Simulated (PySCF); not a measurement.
**`[SiH3]C[SiH2]P[SiH3]`, CH$_{11}$PSi$_{3}$**

Molfile (atoms numbered from 1):
```
CH11PSi3
     RDKit          3D

 16 15  0  0  0  0  0  0  0  0999 V2000
   -2.4569    0.6559    0.6099 Si  0  0  0  0  0  4  0  0  0  0  0  0
   -1.3482   -0.0103   -0.7608 C   0  0  0  0  0  0  0  0  0  0  0  0
   -0.2033   -1.4210   -0.2707 Si  0  0  0  0  0  4  0  0  0  0  0  0
    0.9313   -0.8261    1.6037 P   0  0  0  0  0  0  0  0  0  0  0  0
    2.0038    0.9288    0.6666 Si  0  0  0  0  0  4  0  0  0  0  0  0
   -3.3362    1.7449    0.0832 H   0  0  0  0  0  0  0  0  0  0  0  0
   -3.3204   -0.4374    1.1515 H   0  0  0  0  0  0  0  0  0  0  0  0
   -1.6289    1.2091    1.7238 H   0  0  0  0  0  0  0  0  0  0  0  0
   -0.7435    0.8227   -1.1594 H   0  0  0  0  0  0  0  0  0  0  0  0
   -1.9847   -0.3627   -1.5911 H   0  0  0  0  0  0  0  0  0  0  0  0
    0.7280   -1.7531   -1.3949 H   0  0  0  0  0  0  0  0  0  0  0  0
   -1.0044   -2.6411    0.0537 H   0  0  0  0  0  0  0  0  0  0  0  0
    2.0019   -1.7483    1.3906 H   0  0  0  0  0  0  0  0  0  0  0  0
    2.4653    0.6708   -0.7342 H   0  0  0  0  0  0  0  0  0  0  0  0
    1.0495    2.0784    0.6442 H   0  0  0  0  0  0  0  0  0  0  0  0
    3.1820    1.2867    1.5107 H   0  0  0  0  0  0  0  0  0  0  0  0
  1  2  1  0
  2  3  1  0
  3  4  1  0
  4  5  1  0
  1  6  1  0
  1  7  1  0
  1  8  1  0
  2  9  1  0
  2 10  1  0
  3 11  1  0
  3 12  1  0
  4 13  1  0
  5 14  1  0
  5 15  1  0
  5 16  1  0
M  END
```

Level of theory: GIAO B3LYP/cc-pVDZ magnetisability, rotational g tensor and spin-rotation constants, non-relativistic, gas phase (PySCF 2.14.0). Geometry: PBE0-D3(BJ)/def2-SVP.

**Question.** Give the nuclear spin-rotation constants along the inertial axes (H = +C I·J) beside the isotropic shieldings.

**Answer.** Rotational constants 2.3602, 1.0732, 0.9440 GHz. A star marks the isotopologue with that one atom substituted, in its own axes.
| atom | isotope | Caa (kHz) | Cbb (kHz) | Ccc (kHz) | mean (kHz) | σ (ppm) |
| --- | --- | --- | --- | --- | --- | --- |
| P4 | 31P | 1.602 | 0.782 | 0.802 | 1.062 | 656.4 |
| H6 | 1H | -0.073 | -0.041 | -0.067 | -0.060 | 27.5 |
| H7 | 1H | -0.142 | -0.045 | -0.039 | -0.075 | 27.6 |
| H8 | 1H | -0.067 | -0.059 | -0.055 | -0.060 | 27.5 |
| H9 | 1H | -0.220 | -0.072 | -0.061 | -0.118 | 31.4 |
| H10 | 1H | -0.128 | -0.096 | -0.076 | -0.100 | 31.3 |
| H11 | 1H | -0.137 | -0.070 | -0.004 | -0.070 | 26.7 |
| H12 | 1H | -0.142 | -0.014 | -0.054 | -0.070 | 26.9 |
| H13 | 1H | -0.116 | -0.062 | -0.106 | -0.095 | 30.8 |
| H14 | 1H | -0.202 | -0.075 | 0.013 | -0.088 | 27.3 |
| H15 | 1H | -0.076 | -0.018 | -0.091 | -0.062 | 27.6 |
| H16 | 1H | 0.033 | -0.081 | -0.075 | -0.041 | 27.3 |
| Si1 | 29Si* | -1.152 | -0.507 | -0.428 | -0.696 | 480.9 |
| C2 | 13C* | 0.200 | 0.101 | 0.083 | 0.128 | 203.6 |
| Si3 | 29Si* | -1.158 | -0.578 | -0.485 | -0.740 | 446.8 |
| Si5 | 29Si* | -1.198 | -0.493 | -0.432 | -0.708 | 478.2 |

For the geometry as given, no vibrational averaging.
